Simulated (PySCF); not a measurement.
## Atomic charges by several schemes

Species: C7H14OSi.
Cartesian coordinates in Å at the GFN2-xTB level; atoms count from 1:
```xyz
23
C7H14OSi angstrom
C     -2.472    0.871    2.392
C     -1.816    0.576    1.436
C     -1.000    0.237    0.278
C     -1.788    0.585   -0.991
C     -0.706   -1.274    0.339
O      0.077   -1.714   -0.740
C      0.310    1.031    0.345
Si     1.720    0.530   -0.850
C      2.898   -0.752   -0.099
H     -3.050    1.132    3.229
H     -2.110    1.623   -0.952
H     -1.168    0.460   -1.876
H     -2.676   -0.042   -1.077
H     -1.650   -1.835    0.392
H     -0.125   -1.492    1.239
H     -0.435   -1.622   -1.550
H      0.071    2.083    0.179
H      0.694    0.965    1.366
H      2.493    1.782   -1.002
H      1.276    0.184   -2.206
H      3.766   -0.878   -0.737
H      2.430   -1.722    0.019
H      3.255   -0.427    0.875
```

Density: PBE0/pcSseg-1 (PySCF); schemes: Mulliken, IAO, Hirshfeld and ESP-fitted. Geometry: GFN2-xTB, one conformer, isolated molecule.

**Question.** Do the Mulliken, IAO, Hirshfeld and ESP-fitted schemes agree on where the charge is highest?

**Answer.** The schemes don't all agree: Mulliken Si8 (+0.663); IAO Si8 (+0.758); Hirshfeld Si8 (+0.323); ESP-fitted C3 (+0.876).

**Question.** For which atoms does the sign change between the 4 schemes (beyond +0.03 e in one, beyond −0.03 e in another)?

**Answer.** C2, C3 and C5. Atomic charges aren't observables, and each scheme defines them in its own way.

**Question.** Tabulate the Mulliken, IAO, Hirshfeld and ESP-fitted charges.

**Answer.** In e:

```
atom                  environment  Mulliken     IAO  Hirshfeld  ESP-fitted
  C1       terminal alkyne carbon    -0.448  -0.259     -0.123      -0.286
  C2                alkyne carbon    +0.486  -0.031     -0.030      -0.424
  C3           propargylic carbon    -0.660  +0.020     +0.023      +0.876
  C4                methyl carbon    -0.155  -0.414     -0.117      -0.550
  C5       carbinol carbon (C–OH)    +0.208  -0.046     +0.006      -0.139
  O6               alcohol oxygen    -0.447  -0.525     -0.171      -0.539
  C7  sp3 carbon bound to silicon    -0.401  -0.529     -0.157      -0.569
 Si8                 SiH2 silicon    +0.663  +0.758     +0.323      +0.634
  C9             Si-methyl carbon    -0.622  -0.713     -0.218      -0.595
 H10              alkyne hydrogen    +0.036  +0.200     +0.089      +0.275
 H11              methyl hydrogen    +0.132  +0.155     +0.047      +0.155
 H12              methyl hydrogen    +0.113  +0.135     +0.038      +0.097
 H13              methyl hydrogen    +0.119  +0.141     +0.041      +0.131
 H14           methylene hydrogen    +0.117  +0.128     +0.036      +0.071
 H15           methylene hydrogen    +0.124  +0.151     +0.047      +0.124
 H16            hydroxyl hydrogen    +0.240  +0.352     +0.165      +0.393
 H17           methylene hydrogen    +0.145  +0.151     +0.039      +0.124
 H18           methylene hydrogen    +0.147  +0.151     +0.039      +0.148
 H19                Si–H hydrogen    -0.109  -0.150     -0.102      -0.192
 H20                Si–H hydrogen    -0.105  -0.141     -0.090      -0.168
 H21              methyl hydrogen    +0.135  +0.155     +0.041      +0.139
 H22              methyl hydrogen    +0.152  +0.162     +0.032      +0.155
 H23              methyl hydrogen    +0.131  +0.149     +0.039      +0.139
```

Mean size of the charges over all atoms: ESP-fitted 0.301 e, Mulliken 0.256 e, IAO 0.244 e, Hirshfeld 0.087 e. Each set sums to the total charge, 0, to within 0.001 e. The ESP scheme is a least-squares fit of atom-centred charges to the potential on four shells outside the van der Waals surface, with the total charge fixed.

**Question.** Sum the charges by element, for elements with more than one atom.

**Answer.** 
| element | atoms | Mulliken | IAO | Hirshfeld | ESP-fitted |
| --- | --- | --- | --- | --- | --- |
| C | 7 | -1.593 | -1.973 | -0.615 | -1.687 |
| H | 14 | +1.376 | +1.740 | +0.462 | +1.592 |

**Question.** How closely do the schemes follow one another over all atoms?

**Answer.** Correlation coefficient and root-mean-square difference: IAO with Hirshfeld 0.97, 0.206 e; IAO with ESP-fitted 0.84, 0.205 e; Hirshfeld with ESP-fitted 0.83, 0.284 e; Mulliken with IAO 0.79, 0.207 e; Mulliken with Hirshfeld 0.76, 0.246 e; Mulliken with ESP-fitted 0.35, 0.397 e.

**Question.** How many electrons does the Hirshfeld scheme count on C9?

**Answer.** Z − q = 6 − (-0.218) = 6.218.

The run behind these numbers computed NMR shieldings as well. Hardware: one thread, Intel Xeon at 2.50 GHz (x86_64), shared host with 64 logical CPUs at a one-minute load of 61. Cost: 2.8 min of wall time (grids of density and orbitals included), 1.1 GiB resident at most.
